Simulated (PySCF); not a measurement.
HSE06 single point of singlet BeCl₂ at its PBE0 minimum.

Input, equivalent to the run apart from its starting density:

```python
from pyscf import gto, scf, dft
mol = gto.M(atom='''
Be     0.000000     0.000000     0.000000
Cl     0.000000     0.000000     1.801429
Cl     0.000000     0.000000    -1.801429''',
    basis={'Be': 'def2-TZVP', 'Cl': 'def2-TZVP'},
    charge=0, spin=0)
mf = dft.RKS(mol, xc='HSE06')
mf.grids.atom_grid = (75, 302)
aux = {'Be': 'def2-universal-JKFIT', 'Cl': 'def2-universal-JKFIT'}
mf = mf.density_fit(auxbasis=aux)
mf.conv_tol = 1e-08
mf.diis_space = 10
mf.max_cycle = 60
mf.verbose = 4
mf.kernel()
```

Excerpt of the output:

```
init E= -935.026608061382
  HOMO = -0.335655796002209  LUMO = -0.0301563636775481  gap/eV = 8.31306
cycle= 1 E= -935.026644101424  delta_E= -3.6e-05  |g|= 0.00392  |ddm|= 0.0178
  HOMO = -0.33553573607082  LUMO = -0.0303496401038698  gap/eV = 8.30454
cycle= 2 E= -935.026644244397  delta_E= -1.43e-07  |g|= 0.0017  |ddm|= 0.00281
  HOMO = -0.335774711460415  LUMO = -0.0303141242769056  gap/eV = 8.31201
cycle= 3 E= -935.026644620167  delta_E= -3.76e-07  |g|= 0.00138  |ddm|= 0.00251
  HOMO = -0.33570864891926  LUMO = -0.0303459422829423  gap/eV = 8.30934
cycle= 4 E= -935.026645112095  delta_E= -4.92e-07  |g|= 4.92e-05  |ddm|= 0.00104
  HOMO = -0.335700474037996  LUMO = -0.0303420972214096  gap/eV = 8.30922
cycle= 5 E= -935.026645112641  delta_E= -5.45e-10  |g|= 1.58e-05  |ddm|= 4.74e-05
  HOMO = -0.335704569120707  LUMO = -0.0303442505203896  gap/eV = 8.30928
Extra cycle  E= -935.026645112653  delta_E= -1.26e-11  |g|= 1.32e-05  |ddm|= 2.3e-05
converged SCF energy = -935.026645112653
```

This run, together with those of the ionised and electron-attached species (not shown), took 2.5 s on 2 threads of a shared Arm Neoverse V1 host, with 93 basis functions; the process peaked at 0.9 GiB. Launch command: `OMP_NUM_THREADS=2 python axn.py task.json out`.
